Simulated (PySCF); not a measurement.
C2H7Si, doublet, geometry from GFN2-xTB. Base run: PySCF with DF-BLYP/STO-3G.

Here is a job for PySCF.
```python
from pyscf import gto, scf, dft

mol = gto.M(
    atom='''
C     1.521742    0.610080    0.154806
Si    0.090752   -0.486665   -0.243658
C    -1.511879    0.361273    0.314774
H     2.538626    0.318024   -0.040219
H     1.413876    1.586748    0.593200
H     0.027452   -0.747493   -1.692721
H     0.229928   -1.783053    0.441840
H    -1.510541    0.547025    1.385012
H    -2.379465   -0.252284    0.090844
H    -1.649581    1.316233   -0.184230
''',
    basis='sto-3g',
    charge=0,
    spin=1,
    verbose=5,
)

mf = dft.UKS(mol)
mf.xc = 'blyp'
mf = mf.density_fit(auxbasis='def2-universal-jkfit')
mf.kernel()
mf.analyze()
```

Each row names what was changed in the base input (with any setting that the change needs).

```json
[
 {"change": "base", "basis functions": "26", "E (Eh)": "-365.45461", "HOMO (eV)": "-2.50", "dipole (D)": "0.07", "core-seconds (rough)": "6"},
 {"change": "basis = 6-31G", "basis functions": "45", "E (Eh)": "-369.72549", "HOMO (eV)": "-4.83", "dipole (D)": "0.59", "core-seconds (rough)": "8"},
 {"change": "basis = 6-31+G*", "basis functions": "72", "E (Eh)": "-369.77567", "HOMO (eV)": "-5.19", "dipole (D)": "0.55", "core-seconds (rough)": "10"},
 {"change": "basis = pcseg-1", "basis functions": "81", "E (Eh)": "?", "HOMO (eV)": "-5.19", "dipole (D)": "0.54", "core-seconds (rough)": "10"},
 {"change": "basis = def2-SVP", "basis functions": "81", "E (Eh)": "-369.63884", "HOMO (eV)": "-5.11", "dipole (D)": "0.58", "core-seconds (rough)": "10"},
 {"change": "basis = cc-pVDZ", "basis functions": "81", "E (Eh)": "-369.78303", "HOMO (eV)": "-5.03", "dipole (D)": "0.61", "core-seconds (rough)": "10"},
 {"change": "basis = 6-311G**", "basis functions": "?", "E (Eh)": "?", "HOMO (eV)": "-5.19", "dipole (D)": "0.57", "core-seconds (rough)": "20"},
 {"change": "basis = def2-SVPD", "basis functions": "120", "E (Eh)": "-369.64885", "HOMO (eV)": "-5.27", "dipole (D)": "0.54", "core-seconds (rough)": "20"},
 {"change": "basis = 6-311++G**", "basis functions": "?", "E (Eh)": "?", "HOMO (eV)": "?", "dipole (D)": "?", "core-seconds (rough)": "20"},
 {"change": "basis = aug-cc-pVDZ", "basis functions": "136", "E (Eh)": "-369.79587", "HOMO (eV)": "-5.24", "dipole (D)": "0.52", "core-seconds (rough)": "20"},
 {"change": "basis = def2-TZVPD", "basis functions": "?", "E (Eh)": "?", "HOMO (eV)": "-5.29", "dipole (D)": "0.55", "core-seconds (rough)": "30"},
 {"change": "basis = pcseg-2", "basis functions": "192", "E (Eh)": "-369.85543", "HOMO (eV)": "-5.29", "dipole (D)": "0.55", "core-seconds (rough)": "30"},
 {"change": "basis = def2-TZVPP", "basis functions": "202", "E (Eh)": "-369.84566", "HOMO (eV)": "-5.27", "dipole (D)": "0.57", "core-seconds (rough)": "40"}
]
```

Q: Fill in the missing entries.

A: 
- basis = pcseg-1, E (Eh): -369.77208
- basis = 6-311G**, basis functions: 104
- basis = 6-311G**, E (Eh): -369.83094
- basis = 6-311++G**, basis functions: 123
- basis = 6-311++G**, E (Eh): -369.83237
- basis = 6-311++G**, HOMO (eV): -5.26
- basis = 6-311++G**, dipole (D): 0.51
- basis = def2-TZVPD, basis functions: 180
- basis = def2-TZVPD, E (Eh): -369.84352

Totals compare only among sets that treat the same electrons; sets with core potentials leave the core out.

Open shells are given as the SCF converged; they aren't shown to be the lowest states, and a large step between rows can be another state.
